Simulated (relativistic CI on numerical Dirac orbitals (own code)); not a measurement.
# Level scheme of Se XVII

Computed by Dirac-Coulomb-Breit CI, orbitals from a KLI potential per configuration, model QED (radiative potential, 1s self-energy scaled to tabulated hydrogen-like ionisation energies), unscaled Slater integrals (own radial code, finite nucleus).

Configurations in the expansion (outside the closed core [Ne]): 3s2.3p6, 3s2.3p5.3d, 3s.3p6.3d, 3s2.3p5.4s, 3s2.3p5.4p, 3s2.3p5.4d, 3s.3p6.4s, 3s2.3p5.4f, 3s.3p6.4p, 3p6.3d.4p, 3s.3p6.4d, 3s2.3p5.5s, 3s.3p6.4f, 3s2.3p5.5p, 3s2.3p5.5d, 3s2.3p5.5f, 3s2.3p5.5g, 3s.3p6.5s, 3s2.3p5.6s, 3s.3p6.5p, 3s2.3p5.6p, 3s2.3p5.6d, 3s.3p6.5d, 3p6.3d2, 3p5.3d3, 3p5.3d2.4s, 3p5.3d2.4p, 3p5.3d2.4d, 3p6.3d.4s, 3p5.3d.4s2, 3p5.3d.4s.4p, 3p5.3d.4s.4d. Double excitations out of closed p, d and f shells are left out; levels of such configurations are missing from the list, as are those of other unlisted configurations, and high levels can miss mixing partners. These lack a partner that the ground configuration has and come out too high: 3s2.3p5.4f, 3s2.3p5.5s, 3s2.3p5.5p, 3s2.3p5.5d, 3s2.3p5.5f.

| No. | Configuration | Term | J | E (cm⁻¹) | % | jj configuration (%) |
| --- | --- | --- | --- | --- | --- | --- |
| 1 | 3s2.3p6 | 1S | 0 | 0 | 100 | closed (100) |
| 2 | 3s2.3p5.3d | 3P° | 0 | 647495 | 100 | 3p3/2^3 3d3/2 (100) |
| 3 | 3s2.3p5.3d | 3P° | 1 | 657116 | 96 | 3p3/2^3 3d3/2 (69) |
| 4 | 3s2.3p5.3d | 3P° | 2 | 677229 | 87 | 3p3/2^3 3d5/2 (61) |
| 5 | 3s2.3p5.3d | 3F° | 4 | 685917 | 100 | 3p3/2^3 3d5/2 (100) |
| 6 | 3s2.3p5.3d | 3F° | 3 | 690341 | 82 | 3p3/2^3 3d3/2 (89) |
| 7 | 3s2.3p5.3d | 3F° | 2 | 706212 | 65 | 3p3/2^3 3d3/2 (62) |
| 8 | 3s2.3p5.3d | 3D° | 3 | 737983 | 62 | 3p3/2^3 3d5/2 (97) |
| 9 | 3s2.3p5.3d | 3D° | 1 | 760096 | 95 | 3p1/2 3p3/2^4 3d3/2 (48) |
| 10 | 3s2.3p5.3d | 1D° | 2 | 760366 | 45 | 3p1/2 3p3/2^4 3d3/2 (78) |
| 11 | 3s2.3p5.3d | 3D° | 2 | 780264 | 55 | 3p1/2 3p3/2^4 3d5/2 (80) |
| 12 | 3s2.3p5.3d | 1F° | 3 | 786967 | 50 | 3p1/2 3p3/2^4 3d5/2 (92) |
| 13 | 3s2.3p5.3d | 1P° | 1 | 973058 | 98 | 3p3/2^3 3d5/2 (50) |
| 14 | 3s.3p6.3d | 3D | 1 | 1297153 | 100 | 3s 3d3/2 (100) |
| 15 | 3s.3p6.3d | 3D | 2 | 1301215 | 99 | 3s 3d3/2 (68) |
| 16 | 3s.3p6.3d | 3D | 3 | 1308590 | 100 | 3s 3d5/2 (100) |
| 17 | 3s.3p6.3d | 1D | 2 | 1371888 | 99 | 3s 3d5/2 (68) |
| 18 | 3s2.3p5.4s | 3P° | 2 | 2471882 | 99 | 3p3/2^3 4s (99) |
| 19 | 3s2.3p5.4s | 1P° | 1 | 2482691 | 53 | 3p3/2^3 4s (98) |
| 20 | 3s2.3p5.4s | 3P° | 0 | 2537114 | 99 | 3p1/2 3p3/2^4 4s (99) |
| 21 | 3s2.3p5.4s | 3P° | 1 | 2544576 | 52 | 3p1/2 3p3/2^4 4s (97) |
| 22 | 3s2.3p5.4p | 3S | 1 | 2634132 | 81 | 3p3/2^3 4p1/2 (63) |
| 23 | 3p6.3d2 | 3F | 2 | 2640181 | 98 | 3d3/2^2 (80) |
| 24 | 3p6.3d2 | 3F | 3 | 2648099 | 100 | 3d3/2 3d5/2 (100) |
| 25 | 3s2.3p5.4p | 3D | 2 | 2655490 | 57 | 3p3/2^3 4p1/2 (99) |
| 26 | 3p6.3d2 | 3F | 4 | 2656700 | 99 | 3d5/2^2 (72) |
| 27 | 3s2.3p5.4p | 3D | 3 | 2669724 | 100 | 3p3/2^3 4p3/2 (100) |
| 28 | 3s2.3p5.4p | 1P | 1 | 2675527 | 45 | 3p3/2^3 4p3/2 (63) |
| 29 | 3p6.3d2 | 1D | 2 | 2685744 | 64 | 3d3/2 3d5/2 (75) |
| 30 | 3s2.3p5.4p | 3P | 2 | 2686733 | 66 | 3p3/2^3 4p3/2 (98) |

Energies count from the lowest computed level; ° marks odd parity. Filled j subshells are mostly left out of the jj labels.

The mean weight of the leading LS term, summed over parents, in these 30 levels is 82 %, and that of the leading jj configuration (from the same eigenvectors) 84 %.

At this charge energies of transitions that change n are usually good to better than 1 %, and those within a shell (Δn = 0) to a few per cent.

LS names give the leading component of a level, which can be under half, so a name can repeat, a term be missing and a line seem to break the LS rules.
